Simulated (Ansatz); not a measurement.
`B[SiH2]Br` + `C[SeH]` → `B[Se]C` + `[SiH3]Br` at 500 K and 1 bar (cleavage of the B–Si bond).

Computed with Ansatz on PBE0-D4/def2-TZVP structures; ΔE is electronic, products minus reactants. CBS: MP2 limit from def2 TZ/QZ plus the TZ coupled-cluster correction, frozen cores. For Br, Se outer-core shells are correlated without core-valence functions, which leaves a few kJ/mol of doubt a bond. Scalar relativity is left out up to krypton.

```json
{"species": "`B[SiH2]Br`", "CCSD(T)/CBS energy (Eh)": "-2889.59767", "H − E (kJ/mol)": "134.3", "S (J/(mol·K))": "366.5"}
{"species": "`C[SeH]`", "CCSD(T)/CBS energy (Eh)": "-2441.15625", "H − E (kJ/mol)": "142.1", "S (J/(mol·K))": "299.3"}
{"species": "`B[Se]C`", "CCSD(T)/CBS energy (Eh)": "-2466.56684", "H − E (kJ/mol)": "187.2", "S (J/(mol·K))": "346.5"}
{"species": "`[SiH3]Br`", "CCSD(T)/CBS energy (Eh)": "-2864.23411", "H − E (kJ/mol)": "91.6", "S (J/(mol·K))": "294.2"}
```

H − E and S are ideal-gas, rigid-rotor, harmonic terms from PBE0-D4/def2-TZVP. 1 Eh = 2625.50 kJ/mol, R = 8.31446 J/(mol·K).

**Question.** By hand: ΔE, ΔH, ΔS and ΔG.

**Answer.** ΔE = (-2466.56684) + (-2864.23411) − (-2889.59767) − (-2441.15625) = -0.04703 Eh = -123.5 kJ/mol. Δ(H − E) = 187.2 + 91.6 − 134.3 − 142.1 = 2.4, so ΔH = -121.1 kJ/mol. ΔS = 346.5 + 294.2 − 366.5 − 299.3 = -25.1 J/(mol·K). ΔG = -121.1 − 500 × (-25.1)/1000 = -108.5 kJ/mol.

**Question.** By hand: the equilibrium constant, and the temperature at which ΔG would vanish if ΔH and ΔS stayed fixed.

**Answer.** log₁₀ K = −ΔG/(RT ln 10) = 11.3. ΔG = 0 at ΔH/ΔS = 4825 K, far beyond where these terms or the molecules hold.

ΔH outweighs TΔS. A doubt of 5 kJ/mol in ΔE shifts log₁₀ K by 0.5 here. These are equilibria of isolated gas molecules and say nothing of rates. Largest T1 diagnostic: 0.013 (customary marks: 0.02 for closed shells, 0.045 for open ones).
